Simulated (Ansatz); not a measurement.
ClGeH$_{3}$O$_{3}$, SMILES `[OH][Ge]([OH])([OH])[Cl]` at its PBE0-D4/def2-TZVP geometry, where that method's forces vanish. The species carries charge 0 and has multiplicity 1.

```xyz
8

O    -1.5343   -0.7932   -0.0639
Ge   -0.0812    0.1621    0.1152
O     0.7748   -0.6564    1.4010
O     0.8558    0.2675   -1.3692
Cl   -0.5056    2.1925    0.5921
H    -2.1735   -0.3860   -0.6543
H     1.5642   -0.1840    1.6778
H     1.0999   -0.6025   -1.6988
```

Question: What forces (eV/Å) does r2SCAN-D4/def2-TZVPP give on these atoms in Ansatz 0.2.0? (Estimate.)

Answer: Ansatz gave: 
```
O1  -0.041 -0.107  0.057
Ge2  0.004  0.048 -0.012
O3  -0.026 -0.105  0.068
O4   0.053  0.080 -0.090
Cl5 -0.010  0.077  0.008
H6  -0.018  0.027 -0.027
H7   0.031  0.029  0.002
H8   0.006 -0.049 -0.005
```
